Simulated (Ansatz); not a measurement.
Coupled-cluster run, C2H7NOZn, SMILES `C[N](C)[Zn][OH]`.

```yaml
crystal:
  periodic: [false, false, false]
  atoms:
    - {symbol: C, position_ang: [-1.105993, -1.022138, 0.173360]}
    - {symbol: N, position_ang: [-0.045028, -0.104359, -0.140830]}
    - {symbol: C, position_ang: [1.062208, -0.746339, -0.795475]}
    - {symbol: Zn, position_ang: [-0.009193, 1.603139, 0.425506]}
    - {symbol: O, position_ang: [-0.040479, 3.323496, 0.845173]}
    - {symbol: H, position_ang: [-1.944197, -0.515510, 0.658168]}
    - {symbol: H, position_ang: [-1.499994, -1.506640, -0.734389]}
    - {symbol: H, position_ang: [-0.775209, -1.829692, 0.847458]}
    - {symbol: H, position_ang: [1.513312, -1.538593, -0.175140]}
    - {symbol: H, position_ang: [1.853142, -0.032481, -1.038638]}
    - {symbol: H, position_ang: [0.750456, -1.220361, -1.739985]}
    - {symbol: H, position_ang: [0.318075, 3.534376, 1.708693]}
basis:
  gaussian: {orbitals: def2-SVP}
correlation: {method: ccsd_t, frozen_orbitals: {C: 1, H: 0, "N": 1, O: 1, Zn: 9}}
```

```sh
$ ansatz run in.yaml --threads 4 --pin off --events-out ev --progress --plain --max-ram 11315MiB
```

Log, shortened:

```
Functional definition: HF
1223 factors; integrals over basis functions are off by at most 1.3e-3 eV
mean field evaluation 1: about -54050.9355 eV, gradient 4.7e1 eV
mean field evaluation 2: about -54051.0997 eV, gradient 4.7e1 eV
mean field evaluation 4: about -54055.6990 eV, gradient 4.1e0 eV
mean field evaluation 8: about -54055.7580 eV, gradient 1.1e-1 eV
mean field -54055.75808844 eV, -1986.5124694414 hartree, gradient 1.5e-6 eV, S^2 0.000000; 0 other end points of the search recorded, 0 dependent functions left out
13 core orbitals not correlated: weight in the atoms' cores, before any rotation towards them, 1.000 or more for the frozen orbitals, at most 0.000 for the correlated occupied ones
reference -54055.75808844 eV, -1986.5124694414 hartree; 19, 19 occupied and 90, 90 virtual orbitals, 1223 factors
second order -26.01045842 eV of doubles, -0.00000000 eV of singles
cycle   1  -25.69212727 eV  change    3.2e-1 eV  update   1.2e-1
cycle   2  -26.37455167 eV  change   -6.8e-1 eV  update   4.0e-2
cycle   3  -26.54503750 eV  change   -1.7e-1 eV  update   2.1e-2
cycle   4  -26.53776715 eV  change    7.3e-3 eV  update   6.3e-3
cycle   5  -26.53182795 eV  change    5.9e-3 eV  update   3.0e-3
cycle   6  -26.53167522 eV  change    1.5e-4 eV  update   9.0e-4
cycle   7  -26.53110303 eV  change    5.7e-4 eV  update   2.8e-4
cycle   8  -26.53098120 eV  change    1.2e-4 eV  update   9.6e-5
cycle   9  -26.53099034 eV  change   -9.1e-6 eV  update   3.7e-5
perturbative correction -0.71368501 eV, -0.0262274402 hartree
Total energy: -54083.00276379 eV, -1987.5136927934 hartree
```

It took 12 s on 4 threads of an Arm Neoverse V1 on a shared host, with 0.74 GiB of host memory at the peak.

The correlation energy is -27.245 eV, 2.6 % of it from (T); the T1 diagnostic reads 0.0138.
